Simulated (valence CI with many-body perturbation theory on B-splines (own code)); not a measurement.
Values are calculated unless marked as measured or tabulated.
## Sensitivity of CI+MBPT for Tm²⁹⁺

Method: configuration interaction combined with many-body perturbation theory (CI+MBPT): four valence electrons over a frozen Dirac-Fock core [Kr], radial functions for each j: 6 s, 6 p, 5 d, 5 f, 1 g, with the one-electron correlation potential Σ1 (screened to all orders), the two-electron term Σ2, the three-electron term Σ3, Breit, model QED; selected single and double excitations, second order for the rest, scaled by the run's own slope (own B-spline code, finite nucleus).

The last digits are not significant, and no measured levels were compared; by estimate large intervals hold to a few tenths of a per cent, small ones and those within an open d or f shell to about a per cent. Only levels of the ground parity were solved; by the run's estimate the other parity begins above the list, which can be wrong where configurations are misplaced.

The reference run has the lowest level (4d3/2^4) J=0 and an ionisation energy of 1111.30 eV. Its largest variational space holds 8785 state functions.

Levels are named by their leading jj configuration (3d3/2^4 stands for four electrons in 3d with j = 3/2), which in mixed levels can hold well under half, so a name can repeat and another be missing. Letters in brackets count levels of one name in rising energy.

Changed runs:
A. QED terms on → off
B. scale of Σ1 1 → 1.1
C. Davidson tolerance 2e-05 → 0.001
D. size limit of the variational space 10000 → 100; second order for the rest on → off (bad on purpose)

Excitation energies of the reference run in cm⁻¹, and shifts in cm⁻¹:

```
                    Level  Reference      A      B  C      D
      (4d3/2^3 4d5/2) J=1      71890   -263    +60  0  +1464
      (4d3/2^3 4d5/2) J=2     104304   -312    +71  0  +2664
      (4d3/2^3 4d5/2) J=4     107509   -264    +62  0  +3290
      (4d3/2^3 4d5/2) J=3     115902   -301    +69  0  +2804
    (4d3/2^2 4d5/2^2) J=0     170782   -512   +116  0   +921
(4d3/2^2 4d5/2^2) J=4 [a]     178401   -526   +120  0  +2657
(4d3/2^2 4d5/2^2) J=2 [a]     179293   -472   +107  0  +3045
(4d3/2^2 4d5/2^2) J=3 [a]     183339   -508   +116  0  +2862
    (4d3/2^2 4d5/2^2) J=5     196732   -517   +120  0  +2306
    (4d3/2^2 4d5/2^2) J=1     203913   -530   +121  0  +2277
    (4d3/2^2 4d5/2^2) J=6     206427   -521   +122  0  +2114
(4d3/2^2 4d5/2^2) J=4 [b]     217809   -527   +122  0  +3721
   Ionisation energy (eV)    1111.30  -0.07  +0.26  0  +0.05
```

No effect on these energies: C.
